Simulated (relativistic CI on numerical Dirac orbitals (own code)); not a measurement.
Electric-dipole transitions in Ti9+

These numbers are calculated, not measured: Dirac-Coulomb-Breit CI, separate exchange-only KLI orbitals for each configuration, a model potential for QED, valence Slater integrals scaled by 0.9, P86 correlation estimate, and configurations built on the next ion tied to the tabulated ionisation energy (semi-empirical) (own radial code, finite nucleus).

CI space (outside the closed core [Ne]): 3s²3p, 3s²3d, 3s²4s, 3s²4p, 3s²4d, 3s²5s, 3s²4f, 3s3p², 3p³, 3s3p3d, 3p3d², 3p²3d, 3s3d², 3p²4s, 3p²4p, 3s3d4s, 3s3p4s, 3s3d4p, 3s3p4p, 3p3d4s, 3s3p4d, 3p3d4p, 3s²5p, 3s3p4f. Levels of other configurations are missing.

```tsv
λ vac (nm)	Lower	Upper	A (s⁻¹)	gf	Branching (%)
8.4312	3s²3p ²P°1/2 [1]	3s²5s ²S1/2 [179]	8.95e+09	1.91e-02	22.7
8.4849	3s²3p ²P°3/2 [2]	3s²5s ²S1/2 [179]	1.80e+10	3.89e-02	45.7
10.189	3s²3p ²P°1/2 [1]	3s²4d ²D3/2 [91]	5.99e+10	3.73e-01	76.5
10.264	3s²3p ²P°3/2 [2]	3s²4d ²D5/2 [92]	7.18e+10	6.81e-01	92.2
10.267	3s²3p ²P°3/2 [2]	3s²4d ²D3/2 [91]	1.22e+10	7.69e-02	15.5
12.845	3s²3p ²P°1/2 [1]	3s²4s ²S1/2 [60]	3.15e+10	1.56e-01	32.7
12.970	3s²3p ²P°3/2 [2]	3s²4s ²S1/2 [60]	6.40e+10	3.23e-01	66.5
14.007	3s²3d ²D3/2 [11]	3s²4f ²F°5/2 [110]	1.75e+11	3.09e+00	78.0
14.015	3s²3d ²D5/2 [12]	3s²4f ²F°7/2 [111]	1.85e+11	4.37e+00	83.5
30.289	3s²3p ²P°1/2 [1]	3s²3d ²D3/2 [11]	2.29e+10	1.26e+00	82.0
30.951	3s²3p ²P°3/2 [2]	3s²3d ²D5/2 [12]	2.65e+10	2.28e+00	100.0
30.994	3s²3p ²P°3/2 [2]	3s²3d ²D3/2 [11]	5.04e+09	2.90e-01	18.0
84.646	3s²4p ²P°3/2 [78]	3s²4d ²D5/2 [92]	3.37e+09	2.17e+00	4.3
160.44	3s²4d ²D5/2 [92]	3s²4f ²F°7/2 [111]	4.42e+08	1.37e+00	0.2
```

Terms are leading LS components. Brackets give the number of a level in order of energy, since labels repeat. The list gives strong lines, with weight on those to low levels, without configurations that were not tied to measured data, without lines whose two gauges differ by over a factor of 2.5, among the lowest 300 of 359 levels, so that lines to higher ones, which can be the strongest, are missing. Levels whose partners in the same complex of configurations lie outside the list can be far off, and so can their lines. Rates are taken at the computed energies, electric ones in the length gauge.

Configurations that consist of the next ion and one excited electron were tied to the tabulated ionisation energy; Rydberg ones are usually within 1,000 to 3,000 cm⁻¹ and the lowest ones within about 6,000 (9,000 in d shells), while levels on excited terms of the next ion carry the error of that term, and the other configurations can be misplaced by 10,000 cm⁻¹ or more. Rates follow the energies as ν³ (E1, M1) or ν⁵ (E2), so rates, branching and lifetimes can be off by large factors.

LS names give the leading component of a level, which can be under half, so a name can repeat, a term be missing and a line seem to break the LS rules.
